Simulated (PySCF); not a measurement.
# Hartree-Fock beside MP2: ClH2Si anion

Calculated results; nothing here was measured. The program is PySCF 2.14.0, an open-source quantum chemistry code, run on an isolated molecule that a program drew, which may never have been made. The molecule is ClH2Si anion (charge -1, singlet), drawn as the SMILES string `[SiH2-]Cl`.

The geometry was optimised and harmonic frequencies were computed with HF and MP2, all in the aug-cc-pV(D+d)Z basis, for the commonest isotopes, with a restricted reference for singlets and an unrestricted one otherwise, and a frozen core in MP2. Each result is a local minimum of its method.

Geometry at the HF minimum:
```xyz
4
ClH2Si anion, angstrom
Si    0.6626    0.0340    0.6620
Cl    0.5238    1.9486   -0.6112
H     0.8846   -0.9036   -0.5267
H    -0.8487   -0.1971    0.7247
```

Lengths of the bonds as drawn, in Å (atoms numbered as above):
| bond | HF | MP2 |
|---|---|---|
| Si1-Cl2 | 2.304 | 2.290 |
| Si1-H3 | 1.530 | 1.536 |
| Si1-H4 | 1.530 | 1.536 |

Rotational constants, in GHz:
```
constant,HF,MP2
A,111.8,110.9
B,5.714,5.775
C,5.676,5.743
```

Harmonic frequencies in cm^-1, each column in rising order, so a row needn't be the same motion in every method:
```
rank    HF   MP2
   1   336   353
   2   719   685
   3   787     ?
   4  1045   984
   5  2001  1968
   6  2020  1977
```

**Estimate the missing MP2 frequency from the HF column.**

A single factor s that minimises the squared misfit of MP2 against s times HF over the other rows is sum(HF x MP2) / sum(HF^2) = 0.9760, with an rms misfit of 22 cm^-1. For rank 3 it gives 0.9760 x 787 = 768 cm^-1. The calculation gives 740 cm^-1, 28 cm^-1 below the estimate. The drawn bonds are on average 0.1 % longer in MP2 than in HF.
